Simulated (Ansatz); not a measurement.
```yaml
crystal:
  periodic: [false, false, false]
  atoms:
    - {symbol: Pt, position_ang: [-0.192816, -0.639684, 0.110887]}
    - {symbol: Cl, position_ang: [1.917400, -0.176899, 0.245397]}
    - {symbol: Cl, position_ang: [-1.724583, 0.816583, -0.356285]}
basis:
  gaussian: {orbitals: def2-TZVP, point_charges: [{charge: -1.00, position_ang: [4.849, 0.429, 0.933]}]}
hamiltonian: {xc: {name: wB97M-V}}
```

```sh
$ ansatz run in.yaml --threads 4 --pin off --events-out ev --progress --plain --max-ram 3916MiB
```

Shortened log:

```
Functional definition: wB97M-V
922 factors; their error is unknown
159 factors; integrals over basis functions are off by at most 7.2e-5 eV
mean field evaluation 1: about -28288.9405 eV, gradient 2.4e1 eV
mean field evaluation 2: about -28288.3719 eV, gradient 3.4e1 eV
mean field evaluation 4: about -28290.4730 eV, gradient 2.4e0 eV
mean field evaluation 8: about -28290.4983 eV, gradient 1.8e-1 eV
mean field evaluation 16: about -28290.5613 eV, gradient 1.6e-2 eV
mean field -28290.56134717 eV, -1039.6589534772 hartree, gradient 6.9e-5 eV, S^2 0.000000; 0 other end points of the search recorded, 0 dependent functions left out
reference -28290.56138557 eV, -1039.6589548885 hartree; 26, 26 occupied and 88, 88 virtual orbitals, 922 factors
Total energy: -28290.56138557 eV, -1039.6589548885 hartree
```

It took 7 s on 4 threads of Arm Neoverse V1 on a shared host.

In the def2 sets Pt takes a core potential; there is no spin–orbit coupling. The restricted singlet is unstable towards broken spin symmetry at other levels; at RKS ωB97M-V/def2-TZVP this wasn't settled.
